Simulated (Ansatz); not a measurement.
Geometry optimisation, Ansatz 0.2.0, RKS PBE0-D4/def2-SVP.

The input (input.yaml):

```yaml
crystal:
  periodic: [false, false, false]
  atoms:
    - { symbol: "N", position_ang: [-1.0888, 1.044, 1.1032] }
    - { symbol: Si, position_ang: [-0.8182, -0.1556, 0.0216] }
    - { symbol: O, position_ang: [0.5814, -0.8112, 0.45] }
    - { symbol: C, position_ang: [1.2349, -0.5102, -0.8564] }
    - { symbol: O, position_ang: [0.1098, 0.4146, -1.2128] }
    - { symbol: H, position_ang: [-0.3731, 1.7712, 1.0325] }
    - { symbol: H, position_ang: [-1.0808, 0.7219, 2.0408] }
    - { symbol: H, position_ang: [-1.832, -1.102, -0.3265] }
    - { symbol: H, position_ang: [1.2007, -1.3799, -1.4733] }
    - { symbol: H, position_ang: [2.1491, -0.044, -0.7762] }
basis:
  gaussian: { orbitals: def2-SVP }
hamiltonian:
  xc: pbe0
  dispersion: d4
relax:
  f_tol: 0.015
  max_steps: 40
output:
  orbitals: {}
```

Launched with:

```bash
$ ansatz run input.yaml --threads 2 --pin off --max-ram 3072MiB --backend cpu --events-out ev --progress --plain --runs-dir out
```

Where does it end, and by what steps?

The run converged. After 9 steps the energy has fallen by 1.417 eV; H7 moved furthest, 0.93 Å.

```json
{"step": "0", "energy less start (eV)": "0.0000", "largest force component (eV/Å)": "6.878", "accepted": "yes"}
{"step": "1", "energy less start (eV)": "-0.9847", "largest force component (eV/Å)": "2.388", "accepted": "yes"}
{"step": "2", "energy less start (eV)": "-1.2443", "largest force component (eV/Å)": "0.905", "accepted": "yes"}
{"step": "3", "energy less start (eV)": "-1.3390", "largest force component (eV/Å)": "0.322", "accepted": "yes"}
{"step": "4", "energy less start (eV)": "-1.3860", "largest force component (eV/Å)": "0.246", "accepted": "yes"}
{"step": "5", "energy less start (eV)": "-1.4078", "largest force component (eV/Å)": "0.298", "accepted": "yes"}
{"step": "6", "energy less start (eV)": "-1.4157", "largest force component (eV/Å)": "0.091", "accepted": "yes"}
{"step": "7", "energy less start (eV)": "-1.4156", "largest force component (eV/Å)": "0.126", "accepted": "no"}
{"step": "8", "energy less start (eV)": "-1.4168", "largest force component (eV/Å)": "0.039", "accepted": "yes"}
{"step": "9", "energy less start (eV)": "-1.4171", "largest force component (eV/Å)": "0.003", "accepted": "yes"}
```

```xyz
10
Properties=species:S:1:pos:R:3
N -0.966 1.033 1.253
Si -0.617 -0.183 0.133
O 0.839 -1.035 0.298
C 1.222 -0.573 -0.984
O 0.130 0.264 -1.321
H -0.311 1.753 1.532
H -1.862 1.106 1.717
H -1.845 -1.006 0.017
H 1.324 -1.409 -1.701
H 2.170 -0.003 -0.942
```

Run time: 20 s on 2 threads of AMD EPYC 7B13 (Zen 3), on a shared host, peak memory 0.22 GiB.
